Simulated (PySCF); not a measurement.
## Spinor energies of Cd²⁰⁺ (cadmium, charge +20)

Start: [Ar] 3d10. Calculated with PySCF 2.14 in an even-tempered Gaussian basis (19 s from 0.74 bohr⁻², ratio 2.6; 15 p from 0.96 bohr⁻², ratio 2.6; 10 d from 0.96 bohr⁻², ratio 2.6; 6 f from 0.99 bohr⁻², ratio 2.8): generalised Hartree-Fock with the X2C-1e Hamiltonian and a Gaussian nucleus; spin-orbit coupling (SO) screened by Boettger's factors.

```json
{"spinor shell": "1s1/2", "electrons": "2", "ε, screened SO (eV)": "-27425.3", "weight of nominal j (screened SO)": "1.000", "rms radius, screened SO (bohr)": "0.0348"}
{"spinor shell": "2s1/2", "electrons": "2", "ε, screened SO (eV)": "-4638.4", "weight of nominal j (screened SO)": "1.000", "rms radius, screened SO (bohr)": "0.142"}
{"spinor shell": "2p1/2", "electrons": "2", "ε, screened SO (eV)": "-4349.7", "weight of nominal j (screened SO)": "1.000", "rms radius, screened SO (bohr)": "0.123"}
{"spinor shell": "2p3/2", "electrons": "4", "ε, screened SO (eV)": "-4154.4", "weight of nominal j (screened SO)": "1.000", "rms radius, screened SO (bohr)": "0.128"}
{"spinor shell": "3s1/2", "electrons": "2", "ε, screened SO (eV)": "-1331.6", "weight of nominal j (screened SO)": "1.000", "rms radius, screened SO (bohr)": "0.377"}
{"spinor shell": "3p1/2", "electrons": "2", "ε, screened SO (eV)": "-1214.7", "weight of nominal j (screened SO)": "1.000", "rms radius, screened SO (bohr)": "0.370"}
{"spinor shell": "3p3/2", "electrons": "4", "ε, screened SO (eV)": "-1177.5", "weight of nominal j (screened SO)": "1.000", "rms radius, screened SO (bohr)": "0.380"}
{"spinor shell": "3d3/2", "electrons": "4", "ε, screened SO (eV)": "-974.55", "weight of nominal j (screened SO)": "1.000", "rms radius, screened SO (bohr)": "0.351"}
{"spinor shell": "3d5/2", "electrons": "6", "ε, screened SO (eV)": "-967.04", "weight of nominal j (screened SO)": "1.000", "rms radius, screened SO (bohr)": "0.354"}
```

```
   quantity  screened SO
E (hartree)  -5424.89258
        M_J            0
       ⟨J²⟩        0.000
       ⟨L²⟩        0.010
       ⟨S²⟩        0.010
```

Breit and QED terms are absent; they matter most for the inner s and p1/2 levels.

Densities and radii are taken from the X2C orbitals without a picture-change correction, which distorts them close to the nucleus.
